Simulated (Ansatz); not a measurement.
Two isomers of C2H9FSi2: A = `C[SiH]([SiH3])CF`, B = `CC(F)[SiH2][SiH3]`.

Computed with Ansatz on PBE0-D4/def2-TZVP structures; ΔE is electronic, products minus reactants. CCSD(T)/CBS adds triple-zeta CCSD(T) − MP2 to the extrapolated MP2 energy (def2 sets, frozen cores). DFT in def2-TZVPP. B3LYP here is the variant with VWN-RPA as its local correlation; programs differ in this. One conformer a species, not always the lowest.

(1) Which isomer does CCSD(T)/CBS put lower? Give the gap. (Best estimate.)

(2) Give E(B) − E(A) in kcal/mol with B3LYP, MP2/def2-TZVPP, HF/def2-TZVPP, CCSD(T)/def2-TZVPP, B2PLYP, r2SCAN-D4, CCSD/def2-TZVPP. (An estimate is asked.)

Largest T1 diagnostic: 0.012.

Answers

(1) Ansatz gave: A, by 6.8 kcal/mol.

(2) Ansatz gave: B3LYP 6.8, MP2/def2-TZVPP 7.2, HF/def2-TZVPP 6.1, CCSD(T)/def2-TZVPP 6.6, B2PLYP 6.9, r2SCAN-D4 7.1, CCSD/def2-TZVPP 6.6. None reverses the order clearly.
